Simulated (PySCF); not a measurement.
## Nb²⁺ (niobium, charge +2) across methods

[Kr] 4d2 5p1, one real determinant (an excited configuration). Computed with PySCF 2.14 in aug-cc-pwCVDZ-PP with ECP28MDF (6s6p5d3f, 70 functions), with a scalar-relativistic core potential.

| method | E (hartree) | mean ε 4p β (eV) | mean ε 4d α (eV) | mean ε 5p α (eV) | Σ⟨r²⟩ (bohr²) | ⟨S²⟩ |
| --- | --- | --- | --- | --- | --- | --- |
| BP86 | -55.6190 | -55.670 | -23.800 | -14.755 | 35.11 | 3.751 |
| LDA | -55.3932 | -55.470 | -23.612 | -14.706 | 35.24 | 3.750 |
| PBE0 | -55.5579 | -57.826 | -25.377 | -15.185 | 35.32 | 3.751 |
| B97-3 | -55.5734 | -58.060 | -25.308 | -15.093 | 35.35 | 3.751 |
| UHF | -55.15673 | -63.449 | -29.664 | -16.357 | 36.12 | 3.755 |
| M06 | -55.5128 | -57.621 | -24.971 | -14.989 | 35.37 | 3.751 |
| wB97X | -55.5550 | -60.521 | -27.572 | -16.612 | 35.39 | 3.751 |
| PBE | -55.5665 | -55.530 | -23.737 | -14.650 | 35.21 | 3.751 |
| r2SCAN | -55.5887 | -56.352 | -24.104 | -14.673 | 35.21 | 3.751 |

⟨L²⟩ = 13.87 against 20 for a pure G term, so this real determinant mixes terms. Energies and moments cover only the electrons outside the core potential.
